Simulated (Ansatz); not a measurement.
## Two-coordinate energy map

GeH2Cl2O (SMILES [OH][GeH]([Cl])[Cl]), singlet, PBE0-D4/def2-TZVP minimum:

```csv
atom,x (Å),y (Å),z (Å)
O1,-0.1610,1.2910,-0.6142
Ge2,-0.0654,-0.1488,0.3789
Cl3,1.9485,-0.8626,0.4217
Cl4,-1.2524,-1.7006,-0.4874
H5,0.1264,1.1520,-1.5210
H6,-0.5540,0.2049,1.7757
```

Rows set the angle H5–O1–Ge2 (°; 113.6 at the minimum), columns the dihedral angle H5–O1–Ge2–Cl3 (°; 58.9), set in this order; the parts move rigidly, in a bend the first-named atom's side turns in the plane, and in a torsion the whole end group turns. CCSD(T) energies count from the value at that structure, in eV. Computed with Ansatz 0.2.0 (basis: def2-TZVPP); correlated methods freeze the cores. Filled d shells of the heavier atoms are correlated. The def2 sets are not built for correlating such inner shells, so the correlated values are less sure here.

| H5–O1–Ge2 \ H5–O1–Ge2–Cl3 | -126.0 | -54.0 | 18.0 | 90.0 | 162.0 |
| --- | --- | --- | --- | --- | --- |
| 89.6 | 0.357 | 0.354 | 0.304 | 0.297 | 0.351 |
| 101.6 | 0.155 | 0.147 | 0.084 | 0.075 | 0.143 |
| 113.6 | ? | 0.101 | ? | 0.017 | ? |
| 125.6 | 0.183 | 0.166 | 0.086 | 0.076 | 0.159 |
| 137.6 | 0.316 | 0.295 | 0.218 | 0.209 | 0.288 |

Q: Fill in the withheld cells. (Judge from chemistry; the value comes from the calculation.)

A: Computed: (113.6, 162.0): 0.096; (113.6, -126.0): 0.114; (113.6, 18.0): 0.027 eV. These count from the CCSD(T) energy at the PBE0-D4 minimum.

The same grid for a cheaper method: PBE0-D4 − CCSD(T), both counted from the minimum, in eV:
```tsv
H5–O1–Ge2 \ H5–O1–Ge2–Cl3	-126.0	-54.0	18.0	90.0	162.0
89.6	0.019	0.021	0.012	0.013	0.019
101.6	0.013	0.014	0.005	0.007	0.012
113.6	0.006	0.005	-0.002	-0.002	0.004
125.6	0.001	-0.002	-0.008	-0.008	-0.003
137.6	-0.006	-0.009	-0.015	-0.015	-0.010
```

No T1 diagnostic of these runs exceeds 0.011.

For scale, one of the runs: CCSD(T)/def2-TZVPP, 191 basis functions (an equivalent command: `ansatz run in.yaml --threads 4`). Time: 24 s of wall clock on 4 CPU threads; the host was shared. Peak host memory: 2.3 GiB.
